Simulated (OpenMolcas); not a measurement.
## P²⁺: the spin-orbit constant, worked from levels

```
Program             : OpenMolcas
Basis               : ANO-RCC [8s7p5d4f2g]
Scalar Hamiltonian  : DKH2, point nucleus
Active space        : 3 electrons in 9 orbitals (RAS2 3s 3p; RAS3 3d, at most 2 electrons)
State averaging     : 2S+1 = 4 odd, 1 root; 2S+1 = 2 odd, 11 roots; 2S+1 = 4 even, 3 roots; 2S+1 = 2 even, 9 roots
Spin-orbit coupling : state interaction with AMFI integrals over the reference wave functions, term energies averaged over their components
```

Methods: RASSCF; MS-RASPT2, IPEA 0.25 Eh, imaginary shift 0.1 Eh (closed shells correlated: 2s 2p). Measured levels: Martin, Zalubas and Musgrove, J. Phys. Chem. Ref. Data 14, 751 (1985).

**The spin-orbit constant.** For the Hund term ²P° of p1, E(J) = (A/2) J(J+1) + constant and ζ = 2S·A = A. From J = 1/2 to J = 3/2 the energy changes by 1.5 A.

| Source | E(3/2) - E(1/2) | A | ζ |
| --- | --- | --- | --- |
| RASSCF | 490.9 | 327.3 | 327 |
| MS-RASPT2 | 493.7 | 329.1 | 329 |
| measured | 559.1 | 372.7 | 373 |

All in cm-1. MS-RASPT2 is off by -11.7 % and RASSCF by -12.2 %. Both methods take the spin-orbit matrix elements from the reference wave functions, so the second can move ζ only through the term energies and any multistate remixing.

Active for correlation alone: 3d; no level in the range computed is led by a configuration that fills it, so any true level of that kind is missing. Measured partners are found by configuration, term and J. A level has none where our copy of the source lacks it or the pairing is in doubt (some pairs that miss far off the trend of their configuration count as doubtful), and it then counts in no deviation. Only configurations of the active space appear.

° marks odd parity.
